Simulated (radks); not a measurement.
Numerical settings for neutral fluorine, [He] 2s2 2p5. Calculated with a radial shooting solver on a logarithmic mesh with Libxc functionals: non-relativistic Kohn-Sham, PBE, spin-unpolarised, spherical densities, point nucleus. The defaults (mesh step 0.008 in ln r, mesh end at 40 bohr or more with all orbitals vanishing there, Anderson mixing 0.5 over 9 steps, residual threshold near 1e-9 with the energy settled to 1e-9 hartree or 1e-11 of itself, here a cap of 69 iterations) give E = -99.6507 hartree and 2p at -11.121 eV in 14 iterations. Run on one thread of a shared host, so times are rough (Intel(R) Xeon(R) Platinum 8559C): 0.04 s of CPU time, 0.04 s wall, 14 iterations on 2496 mesh points. Changes against that run (0 stands for a change within the tolerance of the run):

| setting | iterations | converged | E (mhartree) | e(2p) (meV) | CPU (s) |
|---|---|---|---|---|---|
| mesh step in ln r 0.2 | 69 | no | -5.87e+05 | - | 0.06 |
| mesh step in ln r 0.03 | 14 | yes | 0 | 0 | 0.01 |
| mesh step in ln r 0.05 | 14 | yes | 0 | 0 | 0.01 |
| mesh end (bohr) 12 | 14 | yes | 0 | 0 | 0.03 |
| mesh end (bohr) 3 | 13 | yes | +176 | +4.37e+03 | 0.03 |
| residual threshold 1e-13 | 69 | no | 0 | 0 | 0.12 |
| residual threshold 1e-16 | 69 | no | 0 | 0 | 0.11 |
| mixing 1 | 12 | yes | 0 | 0 | 0.03 |
| linear mixing, mixing 0.5 | 30 | yes | 0 | 0 | 0.06 |
| linear mixing, mixing 1 | 69 | no | +3.91e+03 | -1.3e+05 | 0.36 |
| mixing history 2 | 19 | yes | 0 | 0 | 0.04 |
| iteration cap 3 | 3 | no | +2.09 | -885 | 0.01 |

Settings that end as converged yet miss the energy by more than 1 mhartree: mesh end (bohr) 3 (+0.176 hartree). A mesh that ends early acts as a hard wall.
